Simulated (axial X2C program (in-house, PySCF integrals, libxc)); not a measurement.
Sr₂ along the bond: PBE0, 2c

Calculated with an in-house all-electron X2C program for linear molecules (integrals from PySCF). Two-component (2c) means X2C with spin–orbit coupling and atomic mean-field two-electron Coulomb and Gaunt terms. Basis: Sr dyall-cv3z [13s12p8d5f1g] (cores contracted in-house); Gaussian nuclei, density fitting, unrestricted open shells. Masses: Sr 87.906 u.

State: Ω = 0 (closed shell).

Results along the bond:

```tsv
R (Å)	HOMO (eV)	LUMO (eV)
4.039	-3.42	-1.52
4.225	-3.47	-1.44
4.364	-3.50	-1.39
4.504	-3.54	-1.35
4.643	-3.57	-1.35
4.806	-3.61	-1.35
4.968	-3.65	-1.35
5.177	-3.70	-1.35
5.432	-3.75	-1.34
5.804	-3.82	-1.32
```

Occupations by symmetry block were frozen at the best pattern of an incomplete PBE0 search.
